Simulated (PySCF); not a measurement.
SMILES [O]([GeH3])[SiH2]O[SiH2]F (H7FGeO2Si2) (B3LYP/def2-SVP optimised geometry):

```
13

Si     0.350     2.185    -0.344
F      1.626     2.772     0.470
O      0.176     0.589     0.000
Si     0.730    -0.982     0.000
O      0.229    -1.773    -1.356
Ge    -1.289    -2.314    -2.135
H      0.620     2.389    -1.789
H     -0.856     2.909     0.120
H      0.176    -1.627     1.220
H      2.215    -0.982     0.000
H     -1.947    -1.097    -2.815
H     -0.871    -3.375    -3.166
H     -2.215    -2.909    -1.052
```

Method: B3LYP/def2-TZVP run with PySCF.

Q: What are the frontier orbital energies and the dipole moment?

A: HOMO-2 -9.09 eV, HOMO-1 -8.70 eV, HOMO -8.36 eV, LUMO -0.38 eV, LUMO+1 0.18 eV; dipole moment 2.52 D.

On the same geometry PBE/def2-TZVP (PySCF 2.14.0) gives HOMO-2 -7.83 eV, HOMO-1 -7.44 eV, HOMO -7.14 eV, LUMO -1.04 eV, LUMO+1 -0.45 eV; dipole moment 2.42 D.

Meta-Löwdin charges at B3LYP/def2-TZVP: Si1 1.17, F2 -0.51, O3 -0.84, Si4 1.10, O5 -0.82, Ge6 0.64, H7 -0.14, H8 -0.13, H9 -0.14, H10 -0.13, H11 -0.07, H12 -0.06, H13 -0.07.
